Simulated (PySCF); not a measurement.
**Distorted geometries of [ReO3(OH)2]−**

[ReO3(OH)2]− (singlet). PySCF 2.14.0, RKS PBE, Re def2-SVP with ECP60, O def2-SVP, H def2-SVP; non-relativistic Hamiltonian with scalar-relativistic core potentials where named; density fitting; no spin-orbit coupling. Relaxed geometry:

```xyz
8

Re    0.0036   -0.0120    0.0778
O    -0.8424   -0.0461    1.6058
O    -1.0319   -0.2060   -1.3334
O     1.7449    0.2115    0.2177
O    -0.1429    1.9540   -0.2421
H     0.6232    2.3680    0.1992
O     0.3854   -1.9695   -0.0399
H    -0.3805   -2.3722   -0.4916
```

Question: Order these distorted geometries by energy above the relaxed one, lowest first.
A.
```xyz
8

Re    0.0129   -0.0652    0.0882
O    -0.8999   -0.0492    1.5964
O    -1.1043   -0.2913   -1.4156
O     1.8291    0.2241    0.2170
O    -0.1043    1.9985   -0.1868
H     0.6914    2.3810    0.1658
O     0.3307   -1.8706   -0.0160
H    -0.3963   -2.3997   -0.4557
```
B.
```xyz
8

Re    0.2025    0.0290    0.1787
O    -0.8995   -0.2005    1.5622
O    -1.0767   -0.2108   -1.3433
O     1.6536    0.2328    0.0485
O    -0.1043    1.8869   -0.1367
H     0.6520    2.4289    0.1753
O     0.3418   -1.8967   -0.1021
H    -0.4101   -2.3419   -0.3893
```
C.
```xyz
8

Re    0.0133   -0.0170    0.0722
O    -0.8194   -0.0485    1.6156
O    -1.0337   -0.1552   -1.3730
O     1.6986    0.2094    0.1621
O    -0.1818    1.9639   -0.2803
H     0.6460    2.3698    0.2105
O     0.4083   -2.0200   -0.0008
H    -0.3719   -2.3747   -0.4128
```

Answer: C (0.25 eV), A (0.81 eV), B (4.83 eV).

Question: Which forces (eV/Å) act in the one that lies 4.83 eV up?

Answer: 
```
Re  -33.73  -6.47  -4.01
O     1.42   0.55   1.43
O     3.13   1.10   2.94
O    27.73   3.39  -0.97
O     0.06   2.24   0.24
H    -0.08   0.03  -0.11
O     4.14   0.10   1.46
H    -2.66  -0.95  -0.98
```
Forces carry noise of the integration grid, about 0.01 to 0.03 eV/Å.
